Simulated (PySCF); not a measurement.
Si(H)(NH2) (H₃NSi), SMILES N[SiH] (connectivity only; charge and spin as stated), neutral, multiplicity 1. Atoms are numbered in the order given.

```xyz
5

Si     0.1137     0.6782     0.0000
H     -1.3987     0.9083     0.0000
N     -0.0169    -1.0304     0.0000
H     -0.8728    -1.5650     0.0000
H      0.7981    -1.6255     0.0000
```
Charge 0, spin multiplicity 1.

Geometry optimised at B3LYP-D3(BJ)/def2-TZVP.

All values below come from PBE/def2-TZVPD run with PySCF.

Isolated molecule, no solvent.

**Question.** Estimate the frontier levels, gap, dipole moment and polarisability. (The exact figures need the calculation; the answer reports its results.)

**Answer.** 
```
Property                                                                                                        Value
---------------------------------------------------------------------------------------------  ----------------------
highest occupied level                                                                                       -5.32 eV
lowest empty level                                                                                           -2.42 eV
orbital gap                                                                                                   2.90 eV
dipole moment                                                                                                  2.08 D
quadrupole, principal values (traceless, Buckingham form, about the centre of nuclear charge)  -2.24, -0.63, 2.87 D·Å
mean static polarisability                                                                       45.4 bohr³ (6.73 Å³)
polarisability, principal values                                                               38.6, 46.4, 51.2 bohr³
```
